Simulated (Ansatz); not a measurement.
Calculated with Ansatz (gas phase, PBE0-D4/def2-TZVP geometries, no zero-point term in ΔE). CCSD(T)/CBS adds triple-zeta CCSD(T) − MP2 to the extrapolated MP2 energy (def2 sets, frozen cores). This one scheme is used for every species. DFT in def2-TZVPP. B3LYP here is the variant with VWN-RPA as its local correlation; programs differ in this. HSE06 is defined as in plane-wave codes. Elements past krypton have def2 core potentials. For In, Zn outer-core shells are correlated without core-valence functions, which leaves a few kJ/mol of doubt a bond. Scalar relativity is left out up to krypton. One conformer a species, not always the lowest.

`[OH][InH][OH]` + `[ZnH2]` → `[OH][InH][ZnH]` + H₂O  (formal exchange of groups at the In–O bond)

| level | ΔE (kcal/mol) | difference from CCSD(T)/CBS |
| --- | --- | --- |
| LDA (SPW92) | -10.2 | -0.1 |
| PBE-D4 | -10.3 | -0.2 |
| revPBE-D4 | -9.4 | 0.7 |
| BLYP-D4 | -8.8 | 1.3 |
| r2SCAN-D4 | -8.3 | 1.8 |
| B97M-V | -6.3 | 3.8 |
| PBE0-D4 | -11.7 | -1.6 |
| B3LYP-D4 | -10.2 | -0.1 |
| r2SCANh-D4 | -9.2 | 0.9 |
| r2SCAN0-D4 | -10.5 | -0.4 |
| HSE06-D4 | -11.8 | -1.7 |
| BHLYP-D4 | -11.3 | -1.2 |
| ωB97X-V | -8.0 | 2.1 |
| B2PLYP | -9.1 | 1.0 |
| PBE-QIDH | -10.5 | -0.4 |
| revPBE | -10.4 | -0.3 |
| BLYP | -9.2 | 0.9 |
| r2SCAN | -8.3 | 1.8 |
| PBE0 | -11.7 | -1.6 |
| r2SCANh | -9.2 | 0.9 |
| r2SCAN0 | -10.5 | -0.4 |
| HSE06 | -11.8 | -1.7 |
| BHLYP | -11.0 | -0.9 |
| CAM-B3LYP | -8.3 | 1.8 |
| LC-ωPBE | -7.3 | 2.8 |
| RPA@PBE/def2-TZVPP | -7.3 | 2.8 |
| HF/def2-SVP | -13.9 | -3.8 |
| MP2/def2-SVP | -8.7 | 1.4 |
| CCSD/def2-SVP | -11.4 | -1.3 |
| CCSD(T)/def2-SVP | -11.1 | -1.0 |
| HF/def2-TZVPP | -10.9 | -0.8 |
| MP2/def2-TZVPP | -8.7 | 1.4 |
| SCS-MP2/def2-TZVPP | -8.1 | 2.0 |
| CCSD/def2-TZVPP | -9.6 | 0.5 |
| CCSD(T)/def2-TZVPP | -8.8 | 1.3 |
| HF/def2-QZVPP | -10.7 | -0.6 |
| MP2/def2-QZVPP | -9.4 | 0.7 |
| HF/CBS(def2) | -10.7 | -0.6 |
| MP2/CBS(def2) | -10.0 | 0.1 |
| CCSD/CBS(def2) | -10.8 | -0.7 |
| CCSD(T)/CBS | -10.1 | 0 |

Largest T1 diagnostic among the species: 0.017.

From r2SCAN to r2SCAN0 (25 % exact exchange), in def2-TZVPP and without D4, ΔE moves by −2.2 kcal/mol. In def2-TZVPP, CCSD(T) changes the Hartree–Fock value by +2.1 kcal/mol (the triples alone add +0.7 kcal/mol) and MP2 by +2.2 kcal/mol.
